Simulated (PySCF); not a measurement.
**Running PySCF for TlCl**

Input:

```python
from pyscf import gto, scf

mol = gto.M(
    atom='Tl 0 0 0; Cl 0 0 2.4',
    basis='def2-svp',
    ecp={'Tl': 'def2-svp'},
    charge=0,
    spin=0,
    verbose=4,
)
mf = scf.RHF(mol)
mf.kernel()
mf.dip_moment()
print('orbital energies (hartree):', mf.mo_energy[..., max(0, mol.nelec[1]-3):mol.nelec[0]+3].round(4))
```

```bash
$ OMP_NUM_THREADS=1 python input.py
```

It prints:

```
PySCF version 2.14.0

[INPUT] verbose = 4
[INPUT] num. atoms = 2
[INPUT] num. electrons = 38
[INPUT] charge = 0
[INPUT] spin (= nelec alpha-beta = 2S) = 0
[INPUT] symmetry False subgroup None
[INPUT] Mole.unit = angstrom
[INPUT] Symbol           X                Y                Z      unit          X                Y                Z       unit  Magmom
[INPUT]  1 Tl     0.000000000000   0.000000000000   0.000000000000 AA    0.000000000000   0.000000000000   0.000000000000 Bohr   0.0
[INPUT]  2 Cl     0.000000000000   0.000000000000   2.400000000000 AA    0.000000000000   0.000000000000   4.535342698956 Bohr   0.0

nuclear repulsion = 78.71511012435
number of shells = 18
number of NR pGTOs = 97
number of NR cGTOs = 44
basis = def2-svp
ecp = {'Tl': 'def2-svp'}

******** <class 'pyscf.scf.hf.RHF'> ********
method = RHF
initial guess = minao
damping factor = 0
level_shift factor = 0
DIIS = <class 'pyscf.scf.diis.CDIIS'>
diis_start_cycle = 1
diis_space = 8
diis_damp = 0
SCF conv_tol = 1e-09
SCF conv_tol_grad = None
SCF max_cycles = 50
direct_scf = True
direct_scf_tol = 1e-13
Set gradient conv threshold to 3.16228e-05
Initial guess from minao.
init E= -608.626095573166
  HOMO = -0.725824685187561  LUMO = -0.40877932959569  gap/eV = 8.62724
cycle= 1 E= -630.716567201979  delta_E= -22.1  |g|= 0.957  |ddm|= 11.8
  HOMO = -0.265103056003412  LUMO = 0.0718415881150944  gap/eV = 9.16873
cycle= 2 E= -630.927664488892  delta_E= -0.211  |g|= 0.306  |ddm|=  2.6
  HOMO = -0.344159704180137  LUMO = 0.0296138260634129  gap/eV = 10.17090
cycle= 3 E= -630.941745841627  delta_E= -0.0141  |g|= 0.025  |ddm|= 0.347
  HOMO = -0.346836798916883  LUMO = 0.0308919004088054  gap/eV = 10.27852
cycle= 4 E= -630.942040172042  delta_E= -0.000294  |g|= 0.00761  |ddm|= 0.0931
  HOMO = -0.346774573537068  LUMO = 0.0299545407468755  gap/eV = 10.25132
cycle= 5 E= -630.94206827436  delta_E= -2.81e-05  |g|= 0.00248  |ddm|= 0.0204
  HOMO = -0.347308646472634  LUMO = 0.0296369920767035  gap/eV = 10.25721
cycle= 6 E= -630.942074178321  delta_E= -5.9e-06  |g|= 0.000478  |ddm|= 0.0148
  HOMO = -0.347216443941669  LUMO = 0.0296545545212137  gap/eV = 10.25518
cycle= 7 E= -630.942074411522  delta_E= -2.33e-07  |g|= 0.00017  |ddm|= 0.00192
  HOMO = -0.347182568185374  LUMO = 0.0296632785753726  gap/eV = 10.25450
cycle= 8 E= -630.942074446538  delta_E= -3.5e-08  |g|= 3.38e-05  |ddm|= 0.000613
  HOMO = -0.347178405943104  LUMO = 0.0296636465305618  gap/eV = 10.25439
cycle= 9 E= -630.94207444782  delta_E= -1.28e-09  |g|= 4.38e-06  |ddm|= 0.000141
  HOMO = -0.347177809158268  LUMO = 0.0296637716754914  gap/eV = 10.25438
cycle= 10 E= -630.942074447838  delta_E= -1.82e-11  |g|= 6.11e-07  |ddm|= 1.78e-05
  HOMO = -0.347177746877662  LUMO = 0.029663771620337  gap/eV = 10.25438
Extra cycle  E= -630.942074447839  delta_E= -7.96e-13  |g|= 1.96e-07  |ddm|= 1.24e-06
converged SCF energy = -630.942074447839
Dipole moment(X, Y, Z, Debye):  0.00000,  0.00000, -3.65583
orbital energies (hartree): [-0.4091 -0.4091 -0.3472  0.0297  0.0297  0.1025]
```

In short: E(SCF) = -630.942074 Eh, 10 cycles, μz(SCF) = -3.66 D.

Hardware: Intel Xeon Platinum 8488C, 1 thread, shared host. Wall time 0.86 s.

Stability towards an unrestricted solution was not tested. The bond length is a typed value, not an optimised one.
